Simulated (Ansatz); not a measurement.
Calculated with Ansatz (gas phase, PBE0-D4/def2-TZVP geometries, no zero-point term in ΔE). CCSD(T)/CBS adds triple-zeta CCSD(T) − MP2 to the extrapolated MP2 energy (def2 sets, frozen cores). Functionals use def2-TZVPP. For Se outer-core shells are correlated without core-valence functions, which leaves a few kJ/mol of doubt a bond. Scalar relativity is left out up to krypton. Each species was taken in one conformer, which may not be the lowest.

Consider the redistribution: `O[SiH](O)C[SiH2]Cl` + `C[Se]BF` → `O[Si](O)(F)C[SiH2]Cl` + `B[Se]C`.

(1) Is it downhill or uphill in electronic energy at CCSD(T)/CBS, and by how much? (Best estimate.)

(2) What do these levels give: r2SCAN-D4, ωB97X-V, r2SCAN, MP2/def2-TZVPP, SCS-MP2/def2-TZVPP, CCSD/def2-TZVPP, CCSD(T)/def2-TZVPP, HF/def2-QZVPP, MP2/def2-QZVPP, SCS-MP2/def2-QZVPP, MP2/CBS(def2), CCSD/CBS(def2)? (Estimate.)

Largest T1 diagnostic among the species: 0.013.

## Answers

(1) Computed: Downhill: ΔE = -44.7 kJ/mol.

(2) Ansatz gave: r2SCAN-D4 -40.7, ωB97X-V -38.6, r2SCAN -40.5, MP2/def2-TZVPP -41.5, SCS-MP2/def2-TZVPP -41.0, CCSD/def2-TZVPP -43.1, CCSD(T)/def2-TZVPP -41.8, HF/def2-QZVPP -46.7, MP2/def2-QZVPP -43.7, SCS-MP2/def2-QZVPP -43.2, MP2/CBS(def2) -44.4, CCSD/CBS(def2) -45.9 kJ/mol.

In def2-TZVPP, CCSD(T) changes the Hartree–Fock value by +3.3 kJ/mol (the triples alone add +1.2 kJ/mol) and MP2 by +3.7 kJ/mol. From PBE to PBE0 (25 % exact exchange), in def2-TZVPP and without D4, ΔE moves by −5.1 kJ/mol.
